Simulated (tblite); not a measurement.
Species: C₅H₇O₂S (doublet state).
Cartesian coordinates in Å at the GFN2-xTB level; atoms count from 1:
```
atom  x, y, z in Å
C1     3.270    0.401    0.065
C2     2.133    0.213   -0.526
S3     0.672   -0.608    0.075
O4     0.705   -1.976   -0.360
O5     0.601   -0.338    1.489
C6    -0.693    0.264   -0.781
C7    -1.958   -0.332   -0.297
C8    -2.783    0.270    0.542
H9     3.488    0.078    1.082
H10    4.088    0.909   -0.427
H11   -0.516    0.096   -1.840
H12   -0.590    1.313   -0.518
H13   -2.145   -1.343   -0.632
H14   -3.675   -0.211    0.903
H15   -2.601    1.271    0.895
```

Method: GFN2-xTB as coded in tblite; computed harmonic values from a numerical Hessian at the method's own geometry, unscaled. Errors from tens to a few hundred cm⁻¹ against measured bands are possible. One conformer, not necessarily the lowest. Open shells enter through the occupations alone, without spin polarisation, and single modes of such species can be off by tens of per cent.

Harmonic wavenumbers (cm⁻¹): 26.9, 48.3, 54.1, 112.9, 180.8, 250.5, 280.4, 292.6, 407.3, 426.5, 449.2, 488.3, 579.7, 655.5, 727.4, 841.5, 876.8, 885.8, 899.5, 948.9, 1007.8, 1028.5, 1091.9, 1135.5, 1166.8, 1233.3, 1280.4, 1313.2, 1392.5, 1419.0, 1700.7, 1728.2, 2919.5, 3015.1, 3032.3, 3046.9, 3078.8, 3106.4, 3140.8.

A = 3830, B = 1107, C = 1070 MHz; mass 131.017 u (most abundant isotopes); point group C1, symmetry number 1; spin multiplicity 2.

Question: What is the zero-point energy?

Answer: ½Σν̃ = 23135 cm⁻¹ = 276.76 kJ/mol.

Question: What is S at 500 K and 1 bar for an ideal gas of classical rigid rotors and harmonic oscillators?

Answer: Translation 180.41, rotation 126.33, vibration 206.81, spin (R ln 2) 5.76: S = 519.3 J/(mol K).

Question: And Cp and H(500 K) − H(0)?

Answer: Cp = 207.88 J/(mol K), of which vibrations give 174.62 (their classical limit is 39 R = 324.3); H(500 K) − H(0) = 65.30 kJ/mol without the zero-point energy, 48.67 from vibrations.

Question: Blend soft modes into free rotors: weight 1/[1 + (100 cm⁻¹/ν̃)⁴] for the oscillator and the rest for a rotor with moment μB/(μ + B), μ = h/(8π²ν), B = 10⁻⁴⁴ kg m². What vibrational entropy results?

Answer: 181.25 J/(mol K) in place of 206.81, which changes −T·S at 500 K by +12.78 kJ/mol.

Question: What must be added to the electronic energy to get the Gibbs energy at 500 K and 1 bar?

Answer: ZPE + [H(500 K) − H(0)] − T·S = 276.76 + 65.30 − 259.65 = 82.41 kJ/mol.

Question: How do the functions run with temperature in this model?

Answer: 
```json
{"T (K)": "50", "S (J/(mol K))": "260.0", "Cp (J/(mol K))": "60.7", "H − H(0) (kJ/mol)": "2.37", "G − H(0) (kJ/mol)": "-10.63", "ln q(vib)": "1.19"}
{"T (K)": "100", "S (J/(mol K))": "307.8", "Cp (J/(mol K))": "79.4", "H − H(0) (kJ/mol)": "5.87", "G − H(0) (kJ/mol)": "-24.91", "ln q(vib)": "2.81"}
{"T (K)": "298.15", "S (J/(mol K))": "427.0", "Cp (J/(mol K))": "150.4", "H − H(0) (kJ/mol)": "28.75", "G − H(0) (kJ/mol)": "-98.55", "ln q(vib)": "8.24"}
{"T (K)": "373.15", "S (J/(mol K))": "463.4", "Cp (J/(mol K))": "174.4", "H − H(0) (kJ/mol)": "40.95", "G − H(0) (kJ/mol)": "-131.96", "ln q(vib)": "10.12"}
{"T (K)": "750", "S (J/(mol K))": "612.7", "Cp (J/(mol K))": "252.3", "H − H(0) (kJ/mol)": "123.28", "G − H(0) (kJ/mol)": "-336.28", "ln q(vib)": "18.72"}
{"T (K)": "1000", "S (J/(mol K))": "689.5", "Cp (J/(mol K))": "280.6", "H − H(0) (kJ/mol)": "190.12", "G − H(0) (kJ/mol)": "-499.34", "ln q(vib)": "23.70"}
```

q(vib) and H(0) count from the zero-point level.

Question: Which modes carry the vibrational entropy at 500 K?

Answer: 26.9 cm⁻¹: 29.59; 48.3 cm⁻¹: 24.73; 54.1 cm⁻¹: 23.79; 112.9 cm⁻¹: 17.70; 180.8 cm⁻¹: 13.84; 250.5 cm⁻¹: 11.21 J/(mol K); the other 33 give 85.95 together.

Hindered rotation and anharmonicity are outside this model. Other conformers, if any are populated, would add a mixing term that is left out. The structure is chiral; the term R ln 2 for an equal mix with its mirror image is left out.

Hardware: Arm Neoverse V1, one thread, on a shared host. Cost: 0.52 s wall. The figure is for the frequency step alone.
